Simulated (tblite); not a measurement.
Compound: C7H12N2Si.
SMILES with atom numbers: `[CH3:1][C:2]([CH3:3])([CH3:4])[Si@H:5]1[CH2:6][C:7]([C:8]#[N:9])=[N:10]1` (hydrogens: H11, H12, H13 on C1; H14, H15, H16 on C3; H17, H18, H19 on C4; H20 on Si5; H21, H22 on C6)

Computed with GFN2-xTB (tblite), gas phase: L-BFGS steps from a force-field or distance-geometry start until the largest atomic force falls under 0.01 eV/Å.

Step 5: E = -777.6303 eV
```
atom  x, y, z in Å  |  force x, y, z in eV/Å
C1     -2.2056    0.8058   -0.6811   -0.207   0.084   0.004
C2     -1.0590   -0.0352   -0.1149    0.127   0.007  -0.131
C3     -1.4848   -0.6854    1.2030   -0.061   0.056  -0.007
C4     -0.7115   -1.1648   -1.0973    0.074  -0.215  -0.163
Si5     0.4669    1.1023    0.0028   -0.145   0.077  -0.045
C6      1.8755    0.5278    1.1601   -0.052   0.213   0.073
C7      2.5485    0.2302   -0.1487   -0.088   0.161   0.220
C8      3.8365   -0.2974   -0.3211    0.730  -0.345  -0.015
N9      4.9025   -0.7167   -0.4315   -0.411   0.156   0.064
N10     1.7830    0.5714   -1.1198   -0.299   0.300   0.083
H11    -1.8857    1.8178   -0.8989   -0.171   0.122  -0.031
H12    -2.5506    0.3689   -1.6118   -0.235   0.102  -0.028
H13    -3.0435    0.8487    0.0111    0.008   0.076  -0.025
H14    -2.4917   -1.0858    1.0760    0.076  -0.060   0.121
H15    -0.8188   -1.5089    1.4427    0.047   0.009   0.157
H16    -1.4870    0.0086    2.0392   -0.058   0.095  -0.024
H17    -0.7997   -2.1384   -0.6237    0.018  -0.060  -0.066
H18     0.3013   -1.0533   -1.4735    0.000  -0.215  -0.136
H19    -1.3768   -1.1431   -1.9516   -0.013  -0.158  -0.141
H20     0.1549    2.5360    0.0390    0.168  -0.146  -0.047
H21     1.6969   -0.3275    1.8073    0.310   0.097   0.016
H22     2.3385    1.3585    1.6918    0.184  -0.355   0.121
```

Step 6: E = -777.6623 eV
```
atom  x, y, z in Å  |  force x, y, z in eV/Å
C1     -2.2079    0.8061   -0.6830   -0.292   0.166  -0.063
C2     -1.0529   -0.0331   -0.1212   -0.133  -0.144  -0.108
C3     -1.4854   -0.6845    1.1985   -0.062  -0.002   0.138
C4     -0.7075   -1.1682   -1.1005    0.042  -0.295  -0.254
Si5     0.4710    1.1017   -0.0054   -0.184   0.167   0.104
C6      1.8769    0.5327    1.1626   -0.004   0.141   0.190
C7      2.5478    0.2347   -0.1447   -0.267   0.252   0.006
C8      3.8286   -0.2983   -0.3210    0.650  -0.277   0.020
N9      4.8947   -0.7132   -0.4284   -0.174   0.044   0.028
N10     1.7844    0.5826   -1.1213   -0.118   0.177   0.244
H11    -1.9015    1.8255   -0.8995   -0.099   0.026  -0.030
H12    -2.5684    0.3769   -1.6166   -0.119   0.094   0.095
H13    -3.0483    0.8583    0.0107    0.109  -0.012  -0.038
H14    -2.4971   -1.0929    1.0860    0.258   0.035   0.046
H15    -0.8169   -1.5054    1.4568   -0.011   0.076   0.042
H16    -1.4882    0.0094    2.0382   -0.070   0.099  -0.106
H17    -0.8021   -2.1461   -0.6308    0.052   0.038  -0.032
H18     0.3051   -1.0667   -1.4867   -0.057  -0.180  -0.058
H19    -1.3737   -1.1573   -1.9567   -0.012  -0.079  -0.094
H20     0.1621    2.5348    0.0372    0.150  -0.124  -0.047
H21     1.7144   -0.3258    1.8151    0.240   0.123  -0.080
H22     2.3545    1.3483    1.7099    0.101  -0.323  -0.004
```

**Question.** Estimate the geometry and energy of step 7. (The exact step hangs on the optimiser's Hessian estimate; all steps are aligned on step 6, rigid shifts and turns removed.)

**Answer.** E = -777.6902 eV, largest force 0.401 eV/Å
```
atom  x, y, z in Å  |  force x, y, z in eV/Å
C1     -2.2136    0.8090   -0.6863   -0.246   0.128  -0.059
C2     -1.0500   -0.0338   -0.1292   -0.320  -0.223  -0.094
C3     -1.4855   -0.6835    1.1965   -0.037  -0.021   0.156
C4     -0.7039   -1.1758   -1.1080   -0.035  -0.231  -0.217
Si5     0.4706    1.1038   -0.0106   -0.199   0.112   0.277
C6      1.8769    0.5387    1.1676    0.047   0.063   0.151
C7      2.5433    0.2433   -0.1421    0.025   0.114   0.089
C8      3.8261   -0.3013   -0.3194    0.225  -0.054   0.058
N9      4.8914   -0.7120   -0.4259    0.066  -0.071   0.006
N10     1.7834    0.5961   -1.1163   -0.090   0.131   0.047
H11    -1.9175    1.8331   -0.9007   -0.025  -0.024  -0.036
H12    -2.5869    0.3857   -1.6194   -0.048   0.066   0.134
H13    -3.0518    0.8665    0.0106    0.140  -0.076  -0.016
H14    -2.4980   -1.0990    1.0957    0.327   0.084  -0.018
H15    -0.8154   -1.5009    1.4703   -0.027   0.113  -0.042
H16    -1.4907    0.0126    2.0356   -0.068   0.119  -0.152
H17    -0.8031   -2.1532   -0.6374    0.067   0.065   0.003
H18     0.3080   -1.0822   -1.4999   -0.070  -0.135  -0.008
H19    -1.3714   -1.1715   -1.9636   -0.027  -0.028  -0.085
H20     0.1715    2.5316    0.0346    0.100   0.002  -0.041
H21     1.7348   -0.3217    1.8203    0.133   0.043  -0.096
H22     2.3714    1.3339    1.7266    0.062  -0.179  -0.055
```

The energy changes by -0.0279 eV. The first-order estimate −F·Δx gives -0.0397 eV and the mean of the old and new forces, exact on a quadratic surface, -0.0279 eV. The step makes an angle of 61° with the force vector and moves no atom by more than 0.028 Å.

What follows is the cost of the whole relaxation. The run took 2.7 s of wall time on Intel Xeon Platinum 8488C, one thread, shared host with 96 logical CPUs at a one-minute load of 41.
